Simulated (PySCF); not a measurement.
From results back to the method.

Species: C₂H₇BOSi.
InChI=1S/C2H7BOSi/c3-1-2-4-5/h1-2H,3H2,5H3/b2-1+

The closed-shell ground state was solved 3 times with PySCF (density fitting, gas phase), always with PBE0, in these basis sets: 6-31G*, STO-3G and def2-TZVPD. One conformer (not necessarily the lowest) at the PBE0-D3(BJ)/def2-SVP geometry, without solvent, vibrations or thermal averaging.

```tsv
row	total energy (Eh)	HOMO (eV)	LUMO (eV)	dipole (D)
P	-469.7154	-7.49	-1.57	3.11
Q	-463.9902	-4.50	1.70	4.40
R	-469.6079	-7.21	-1.19	3.28
```

Q: Which basis belongs to which row?

A: P = def2-TZVPD, Q = STO-3G, R = 6-31G*. From the lowest total energy up: def2-TZVPD (257 functions) 0 eV; 6-31G* (88 functions) +2.92 eV; STO-3G (36 functions) +155.79 eV.

Shape of the structure used: `[BH2:1]/[CH:2]=[CH:3]/[O:4][SiH3:5]`: C2–C3–O4–Si5 180°.
